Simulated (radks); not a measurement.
Question: Coherent X-ray form factor from a spherical all-electron density. All-electron calculation, non-relativistic Kohn-Sham, TPSS, spin-polarised, spherical densities, point nucleus; meta-GGA in the generalised Kohn-Sham scheme. Program: a radial shooting solver on a logarithmic mesh with Libxc functionals.

sin(theta)/lambda (1/angstrom),f0 (electrons)
0.05,48.847
0.1,48.391
0.15,47.647
0.2,46.637
0.25,45.390
0.3,43.942
0.4,40.600
0.5,36.934
0.6,33.243
0.8,26.664
1,21.806
1.25,17.959
1.5,15.568
2,12.015

The species is in the configuration that NIST lists as its ground one. Which atom or ion scatters so?

Answer: The holmium ion Ho18+, [Kr] 4d10 4f3. Extrapolating in s^2 from the first two rows gives f0(0) = 49.0, near the electron count 49; among species with that count, the fall with angle is slower the higher Z, and the table is that of Z = 67; from so few rows the species is fixed only to a neighbour or two.
